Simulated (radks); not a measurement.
The praseodymium ion Pr19+, 40 electrons, occupied as [Kr] 4d4 (the NIST ground configuration).

Method: Dirac Kohn-Sham, PBEsol, spin-unpolarised, spherical densities, finite nucleus; open shells fill j = l - 1/2 first; Fermi nuclear charge, rms radius 4.8919 fm; computed with a radial shooting solver on a logarithmic mesh with Libxc functionals.

Energy parts (eV):
total: -247528.04
kinetic: 266528.62
electron-nucleus: -584414.06
Hartree: 75673.50
exchange-correlation: -5316.09

Orbitals (lengths in bohr, moments of r in powers of bohr; r(90%) holds 90 % of the orbital's charge):
orbital,occ.,eigenvalue (eV),r(90%),<r^2>
1s1/2,2,-42249.71,0.0435,0.0007901
2s1/2,2,-7208.420,0.159,0.01247
2p1/2,2,-6841.610,0.142,0.009127
2p3/2,4,-6359.473,0.150,0.01038
3s1/2,2,-1926.909,0.398,0.08394
3p1/2,2,-1771.350,0.391,0.07878
3p3/2,4,-1674.745,0.408,0.08602
3d3/2,4,-1404.401,0.380,0.06967
3d5/2,6,-1383.455,0.385,0.07170
4s1/2,2,-723.8862,0.838,0.3898
4p1/2,2,-663.1609,0.857,0.4028
4p3/2,4,-638.6173,0.886,0.4311
4d3/2,4,-537.4044,0.925,0.4553
4d5/2,0,-532.5161,0.933,0.4640
5s1/2,0,-368.3014,1.51,1.323
5p1/2,0,-342.7756,1.57,1.410
5p3/2,0,-334.0085,1.61,1.483

The highest occupied level is 4d3/2 at -537.40 eV. The density falls to 0.001 e/bohr^3 at r = 1.58 bohr. For comparison, the ionisation energy in NIST's Atomic Spectra Database is 554 eV (theoretical). In exact Kohn-Sham theory the highest level is minus the ionisation energy, but local and semilocal functionals leave it too shallow, through self-interaction and a potential that decays too fast; potentials with the right tail come closer. Summed over all electrons, <r^2> = 6.596 bohr^2, which gives a Langevin (diamagnetic) susceptibility term of -5.22 x 10^-6 cm^3/mol.

Beside tabulated values, note that spin-unpolarised runs miss the spin-polarisation part of the exchange energy of open shells.
